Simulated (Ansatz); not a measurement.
Molecule: BaCl, net charge 0, doublet state. 
Structure (B3LYP-D3(BJ)/def2-TZVP (Ansatz, a program for electronic structure) minimum search):
SMILES: [Cl][Ba]
```xyz
2

Ba     0.0000     0.0000    -0.6289
Cl     0.0000     0.0000     2.0715
```
Charge 0, spin multiplicity 2.

Basis-set convergence of Hartree-Fock and MP2 correlation energies (hartree) with Ansatz. Valence correlation only, unless marked. Open shells are spin-unrestricted. Spin-orbit coupling is left out. The frozen core is the preceding noble-gas configuration, with the filled d and f shells of earlier blocks. The outer core of K, Ca and their heavier congeners is not correlated, a term that matters for these elements. Past Kr the def2 sets carry scalar-relativistic core potentials.

```tsv
basis	functions	E(HF)	E(corr, MP2)
def2-SVP	48	-484.53452	-0.14111
def2-TZVPP	82	-484.71599	-0.20272
def2-QZVPP	130	-484.73207	-0.22576
```

Extrapolating the two largest sets (X = 3 and 4) as X^-3: E(corr) = (64·(-0.22576) - 27·(-0.20272))/37 = -0.2426 Eh, an estimate of the basis-set limit. The largest set recovers 93.1 % of it, the smallest 58.2 %.
